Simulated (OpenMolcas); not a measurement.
# What dynamic correlation does to the levels of N

* Program: OpenMolcas 26.06
* Basis: ANO-L-VTZP [4s3p2d1f]
* Scalar Hamiltonian: non-relativistic, point nucleus
* Active space: 5 electrons in 4 orbitals (2s 2p)
* State averaging: 2S+1 = 4 odd, 1 root; 2S+1 = 2 odd, 8 roots; 2S+1 = 4 even, 3 roots
* Spin-orbit coupling: RASSI with atomic mean-field integrals over the reference wave functions, term energies averaged over their components

Methods on the same reference wave functions:
A. CASSCF
B. SS-CASPT2, IPEA 0.25 Eh, imaginary shift 0.1 Eh (closed shells correlated: 1s)

Energies in cm⁻¹ above 2s² 2p³ ⁴S°_3/2, the measured ground level; measured values from NIST Handbook of Basic Atomic Spectroscopic Data.

```json
{"Level": "2s² 2p³ ⁴S°_3/2", "A": "0.0", "B": "0.0", "Measured": "0.0"}
{"Level": "2s² 2p³ ²D°_3/2", "A": "23053", "B": "19980", "Measured": "19233"}
{"Level": "2s² 2p³ ²D°_5/2", "A": "23054", "B": "19980", "Measured": "19224"}
{"Level": "2s² 2p³ ²P°_3/2", "A": "30371", "B": "29520", "Measured": "28839"}
{"Level": "2s² 2p³ ²P°_1/2", "A": "30373", "B": "29520", "Measured": "28839"}
{"Level": "2s 2p⁴ ⁴P_5/2", "A": "90586", "B": "88500", "Measured": "88107"}
{"Level": "2s 2p⁴ ⁴P_3/2", "A": "90647", "B": "88560", "Measured": "88151"}
{"Level": "2s 2p⁴ ⁴P_1/2", "A": "90683", "B": "88600", "Measured": "88171"}
```

Deviations, from unrounded energies. A percentage is the sum of absolute deviations over the sum of measured energies, with the sign that they share, or ± where signs differ.

```
                        Against measurement  Levels      A     B
             mean absolute deviation (cm-1)       7   2600   580
other terms of the ground configuration (%)       4  +11.1  +3.0
                   other configurations (%)       3   +2.8  +0.5
```

B lies closest to measurement on these levels. The largest miss of B in the table is 2s² 2p³ ²D°_5/2, by +760 cm-1. The ranking rests on the paired levels alone, and a cruder setting can come out closer through cancelling errors.

From A to B the spin-free energies of the other terms of 2s² 2p³ shown, above ⁴S°, scale by factors of 0.87 to 0.97.

The lowest spin-free term lies below A's lowest term by 0.102 hartree in B.

Term energies are means over components that CASPT2 splits; among the terms shown or strongly mixed into the levels shown the widest spread is 130 cm-1 (2s² 2p³ ²D°, B). Without dynamic correlation excited terms often stand tens of per cent too high (terms of higher spin than the ground term too low), and those without a measured partner can miss by more than the paired ones (holds for A). Measured partners are found by configuration, term and J. A level has none where our copy of the source lacks it or the pairing is in doubt (some pairs that miss far off the trend of their configuration count as doubtful), and it then counts in no deviation. Levels of configurations outside the active space are missing.

° marks odd parity.
